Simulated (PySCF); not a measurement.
Computed properties of Hf(Cl)3(NH2) (Cl3H2HfN), SMILES [NH2][Hf]([Cl])([Cl])[Cl], multiplicity 1

Hf(Cl)3(NH2) (Cl3H2HfN), SMILES [NH2][Hf]([Cl])([Cl])[Cl], multiplicity 1. Geometry: B3LYP-D3(BJ)/def2-SVP. The multiplicity is an assumed one; no other spin state was optimised. The structure was generated by enumeration; whether it is a known compound was not checked. The def2 effective core potentials stand for the cores of Hf; spin–orbit coupling is left out. One conformer was computed; it need not be the lowest. All values are computed for the isolated molecule unless a solvent is named; none is compared with measurement here.

**Structure.** All 15 harmonic modes at B3LYP-D3(BJ)/def2-SVP (PySCF) are real, so it is a minimum. With heavy atoms numbered as in [Hf:1]([Cl:2])([Cl:3])([Cl:4])[NH2:5], the shortest bond between them is Hf1–N5 at 2.005 Å and the longest Hf1–Cl2 at 2.364 Å.

**Vibrations.** The strongest infrared lines (harmonic, unscaled, degenerate partners summed) lie at 499 cm⁻¹ (216 km/mol, H 77 %, N 23 %), 3516 cm⁻¹ (95 km/mol, H 96 %), 657 cm⁻¹ (85 km/mol, N 77 %, H 14 %, Hf 9 %). The softest mode is at 36 cm⁻¹ and the zero-point energy is 17.2 kcal/mol.

**Electronic structure.** r2SCAN/def2-TZVP (PySCF) places the frontier levels at -7.27 and -2.43 eV, a gap of 4.84 eV, and gives a dipole moment of 2.76 D and a mean polarisability of 83.6 bohr³. PBE/def2-TZVP (PySCF) at the same geometry gives -6.93 and -2.60 eV, so its gap is 0.51 eV narrower. An orbital gap is neither the optical nor the fundamental gap.

**Excitations.** TDDFT-ωB97X/def2-SVPD (PySCF) has S1 at 5.29 eV (234 nm, f = 0.004, weak); the most intense of the 10 singlets computed lies at 7.13 eV (f = 0.05). T1 (TDA) is at 5.19 eV. TDDFT-PBE/def2-SVPD (PySCF) puts S1 at 4.30 eV. No vertical singlet excitation falls in the visible range (under 3.1 eV).
